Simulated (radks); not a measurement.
Results of a calculation; reference values are marked as such.
All-electron atom: S7+ in [He] 2s2 2p5.

Code: a radial shooting solver on a logarithmic mesh with Libxc functionals. Model: Dirac Kohn-Sham, LDA (Slater exchange, Perdew-Wang correlation), spin-unpolarised, spherical densities, finite nucleus; open shells fill j = l - 1/2 first; Fermi nuclear charge, rms radius 3.2611 fm.

Energy parts (hartree):
part                      energy
total                 -377.30071
kinetic                378.95497
electron-nucleus      -848.41570
Hartree                112.22194
exchange-correlation   -20.06191

Orbitals (lengths in bohr, moments of r in powers of bohr; <r^-3> diverges for s and p1/2):
orbital,occ.,eigenvalue (hartree),<r^-3>,<r>
1s1/2,2,-94.35979,-,0.09705
2s1/2,2,-13.18521,-,0.4638
2p1/2,2,-11.32622,-,0.4183
2p3/2,3,-11.27499,88.39,0.4203

The highest occupied level is 2p3/2 at -306.81 eV. Summed over all electrons, <r^2> = 1.621 bohr^2, which gives a Langevin (diamagnetic) susceptibility term of -1.28 x 10^-6 cm^3/mol.
